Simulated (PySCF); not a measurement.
Electronic absorption of C5H7PSi

C₅H₇PSi.
Z-matrix (Å and degrees, GFN2-xTB geometry), rows numbered from 1:
```
Si
C   1  1.8935
C   2  1.3928  1  119.47
C   3  1.3849  2  123.77  1   179.25
C   4  1.3788  3  123.59  2     0.01
P   5  1.7339  4  124.93  3    -0.29
C   2  1.3856  1  119.45  3   178.98
H   1  1.4633  2  108.71  3   151.49
H   1  1.4640  2  108.73  3    31.10
H   1  1.4653  2  108.68  3   -88.82
H   3  1.0817  2  118.16  1    -0.91
H   4  1.0835  3  118.10  2   179.82
H   5  1.0833  4  118.50  3   179.66
H   7  1.0845  2  117.91  1     0.93
```

Computed with TDDFT CAM-B3LYP/def2-SVPD, vertical, gas phase, core orbitals frozen in the response in PySCF 2.14.0, density-fitted response routines. GFN2-xTB frequencies show an imaginary mode (22i cm⁻¹), so this geometry is no minimum at that level.

Problem. List the vertical singlet excitations with oscillator strengths and describe the spectrum.

Solution. 

```csv
state,λ (nm),E (eV),f,"main configurations (H = HOMO, L = LUMO)"
S1,257.4,4.82,0.0069,"H→L+1 (57%), H-2→L (40%)"
S2,248.5,4.99,0.018,H-1→L (97%)
S3,239.7,5.17,0.101,"H→L (86%), H-2→L+1 (10%)"
S4,226.2,5.48,0.0001,H-1→L+1 (96%)
S5,206.9,5.99,0.0007,H-3→L (95%)
S6,204.9,6.05,0.365,"H-2→L (54%), H→L+1 (36%)"
S7,192.0,6.46,0.0045,H-3→L+1 (96%)
S8,190.7,6.50,0.472,"H-2→L+1 (85%), H→L (9%)"
```

Triplets, Tamm–Dancoff:

```json
{"state": "T1", "E (eV)": "3.21", "λ (nm)": "385.7", "main configurations (H = HOMO, L = LUMO)": "H→L (90%)"}
{"state": "T2", "E (eV)": "4.09", "λ (nm)": "302.8", "main configurations (H = HOMO, L = LUMO)": "H-1→L (92%)"}
{"state": "T3", "E (eV)": "4.17", "λ (nm)": "297.1", "main configurations (H = HOMO, L = LUMO)": "H→L+1 (76%), H-2→L (21%)"}
```

The lowest singlet comes at 257 nm (465 kJ/mol) in the ultraviolet; it is weak; its leading configuration is HOMO→LUMO+1 (57%). The most intense listed level is S8 at 6.50 eV (191 nm, f = 0.472), 1.69 eV above S1. It is the last of those listed, so stronger ones may follow. Löwdin shares by element: HOMO carbon 48% or more, phosphorus 29% (atoms not listed hold the other 22%); LUMO carbon 46% or more, phosphorus 34% (atoms not listed hold the other 21%). Of the 8 states listed, 4 reach f = 0.01 and 1 stays under 0.0005. Orbital energies (eV): HOMO-3 -10.18, HOMO-2 -9.05, HOMO-1 -9.03, HOMO -8.32, LUMO -0.53, LUMO+1 -0.01, LUMO+2 1.10. The listed states span 1.69 eV, and the widest gap between neighbours is 0.51 eV (S4 to S5). No computed singlet lies in the visible range (380 to 750 nm); the lowest, at 257 nm, stands 1.55 eV above its violet end (3.26 eV); a Tamm–Dancoff triplet lies at 386 nm, without intensity as long as spin–orbit coupling is left out. The window holds the lowest 8 singlets.
